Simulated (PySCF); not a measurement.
Species: C2H3Cl3OSi.
SMILES with atom numbers: `[O:1]=[CH:2][SiH2:3][C:4]([Cl:5])([Cl:6])[Cl:7]` (hydrogens: H8 on C2; H9, H10 on Si3)

Method: PySCF, PBE0-D3(BJ)/def2-SVP geometry optimisation, gas phase; density fitting, grid level 1; the optimiser is geomeTRIC in internal coordinates, started from a GFN2-xTB structure with every atom displaced at random (about 0.01 Å).

Step 0: E = -49576.7292 eV
```
atom  x, y, z in Å  |  force x, y, z in eV/Å
O1     -1.3174   -0.3325    0.1411   -3.212   0.219  -0.661
C2     -0.1652   -0.3376    0.3533    2.613   0.001   0.438
Si3     0.9696    1.1687   -0.0178    1.411  -0.741   1.097
C4      2.8146    0.5121    0.3142   -1.097   0.095  -0.186
Cl5     2.9339   -0.0053    2.0024   -0.072  -0.045   0.398
Cl6     3.0768   -0.9012   -0.7296   -0.026  -0.230  -0.272
Cl7     4.0184    1.7351   -0.0263    0.298   0.455  -0.125
H8      0.3146   -1.2372    0.7853    0.407  -0.463   0.268
H9      0.9196    1.5729   -1.3906   -0.160   0.395  -1.077
H10     0.7573    2.2492    0.9579   -0.162   0.315   0.119
```

Step 1: E = -49576.8717 eV
```
atom  x, y, z in Å  |  force x, y, z in eV/Å
O1     -1.3561   -0.2108    0.2468    0.603  -0.046   0.011
C2     -0.1606   -0.3703    0.3562   -0.515   0.010   0.028
Si3     1.0328    1.1011   -0.0109   -0.018   0.398   0.054
C4      2.8271    0.5280    0.3375    0.086   0.073  -0.072
Cl5     2.9505    0.0193    2.0432   -0.041   0.020  -0.082
Cl6     3.0794   -0.8748   -0.7325    0.132  -0.178  -0.060
Cl7     4.0410    1.7870   -0.0150   -0.226  -0.117   0.050
H8      0.2622   -1.3575    0.6874   -0.020   0.006  -0.026
H9      0.9090    1.5637   -1.4238    0.054  -0.147   0.029
H10     0.7369    2.2386    0.9010   -0.055  -0.019   0.066
```

Step 2: E = -49576.8865 eV
```
atom  x, y, z in Å  |  force x, y, z in eV/Å
O1     -1.3381   -0.1865    0.2336    0.062  -0.113   0.040
C2     -0.1534   -0.3676    0.3661   -0.080   0.141  -0.078
Si3     1.0310    1.1097   -0.0019    0.042   0.146   0.077
C4      2.8227    0.5203    0.3271    0.059  -0.010  -0.087
Cl5     2.9430    0.0169    2.0314   -0.021  -0.023   0.022
Cl6     3.1052   -0.8905   -0.7369    0.025   0.006   0.024
Cl7     4.0130    1.7918   -0.0188   -0.049  -0.010  -0.004
H8      0.2581   -1.3605    0.6925   -0.039  -0.017   0.010
H9      0.9154    1.5480   -1.4191    0.001  -0.077  -0.016
H10     0.7254    2.2427    0.9158    0.002  -0.043   0.012
```

Step 3: E = -49576.8879 eV
```
atom  x, y, z in Å  |  force x, y, z in eV/Å
O1     -1.3483   -0.2141    0.2385   -0.101   0.144  -0.044
C2     -0.1595   -0.3510    0.3649    0.034  -0.186   0.030
Si3     1.0342    1.1215    0.0026   -0.041   0.054   0.005
C4      2.8232    0.5155    0.3211   -0.023  -0.088  -0.059
Cl5     2.9345    0.0090    2.0251    0.004  -0.022   0.058
Cl6     3.1210   -0.8971   -0.7395   -0.026   0.083   0.046
Cl7     4.0022    1.7930   -0.0190    0.029   0.039  -0.014
H8      0.2607   -1.3399    0.6915    0.095  -0.008   0.017
H9      0.9246    1.5373   -1.4199   -0.008  -0.006  -0.034
H10     0.7296    2.2501    0.9246    0.037  -0.011  -0.006
```

Task: Estimate the geometry and energy of step 4. (The exact step hangs on the optimiser's Hessian estimate; all steps are aligned on step 3, rigid shifts and turns removed.)

Result: E = -49576.8901 eV, largest force 0.064 eV/Å
```
atom  x, y, z in Å  |  force x, y, z in eV/Å
O1     -1.3448   -0.1980    0.2355   -0.030   0.006  -0.008
C2     -0.1581   -0.3574    0.3651    0.018  -0.009   0.008
Si3     1.0330    1.1182    0.0019   -0.002   0.013   0.005
C4      2.8230    0.5168    0.3225   -0.012  -0.045  -0.044
Cl5     2.9353    0.0072    2.0273    0.004  -0.003   0.020
Cl6     3.1195   -0.8911   -0.7398   -0.005   0.034   0.021
Cl7     4.0010    1.7971   -0.0185    0.015   0.019   0.005
H8      0.2595   -1.3476    0.6944    0.007   0.000  -0.001
H9      0.9206    1.5324   -1.4223   -0.006  -0.013  -0.009
H10     0.7332    2.2468    0.9238    0.010  -0.001   0.003
```

The energy changes by -0.0022 eV. The first-order estimate −F·Δx gives -0.0041 eV and the mean of the old and new forces, exact on a quadratic surface, -0.0023 eV. The step makes an angle of 58° with the force vector and moves no atom by more than 0.017 Å.

The cost below is that of the whole optimisation. The run took 53 s wall on Arm Neoverse V1, one thread, no GPU (shared host), and the process peaked at 0.55 GiB of memory.
